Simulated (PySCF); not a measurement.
## Radial density of Sc (scandium, neutral)

UHF, [Ar] 3d1 4s2, 2D determinant. All numbers are calculated (PySCF 2.14, no relativity, point nucleus, in def2-TZVP (6s4p4d1f, 45 functions)).

```csv
r (bohr),4πr²ρ (e/bohr),4πr²(ρα − ρβ)
0.00103,0.07952,0.0000
0.00174,0.2190,0.0000
0.00293,0.5882,0.0000
0.00492,1.532,0.0000
0.00828,3.763,0.0000
0.0139,8.413,0.0001
0.0234,16.02,0.0002
0.0394,23.49,0.0001
0.0663,23.39,-0.0005
0.112,18.23,-0.0012
0.188,23.86,0.0065
0.315,22.59,0.0594
0.531,7.706,0.2462
0.893,8.906,0.5141
1.50,4.500,0.4946
2.53,0.9391,0.2097
4.25,0.4975,0.0224
7.14,0.06642,-0.0058
12.0,0.0004567,-0.0001
```

Q: Where is the radial spin density 4πr²(ρα − ρβ) most negative, and why is it negative at all?

A: Around r = 7.14 bohr, down to -0.0058 e/bohr: exchange with the open shell polarises the paired shells in an unrestricted calculation.
